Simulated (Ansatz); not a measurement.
Basis-set extrapolation for C2H8AlBSi (`[AlH2][SiH]1CBC1`) (PBE0-D4/def2-TZVP geometry, frozen core, the Gaussian-basis code of Ansatz). Multiplicity 1, RHF reference.

```
                      def2-TZVPP   def2-QZVPP
                 HF  -635.944070  -635.964611
    MP2 correlation    -0.647415    -0.689515
CCSD(T) correlation    -0.737030      not run
```

Energies in hartree. Use E(X) = E(∞) + A·exp(−7.88·√X) for Hartree–Fock and E(X) = E(∞) + B·X^(−2.97) for correlation, with X = 3 and 4, and add CCSD(T) minus MP2 of the smaller set to the MP2 limit.

Q: What is the CCSD(T) energy at the basis-set limit?

A: HF limit: -635.964611 + (-0.020541) × 0.13774 = -635.96744. MP2 limit: -0.689515 + (-0.042100) × 0.74074 = -0.72070. Higher-order term: -0.737030 − (-0.647415) = -0.08962. Total: -636.77776 hartree, 2.63 eV below CCSD(T)/def2-TZVPP.
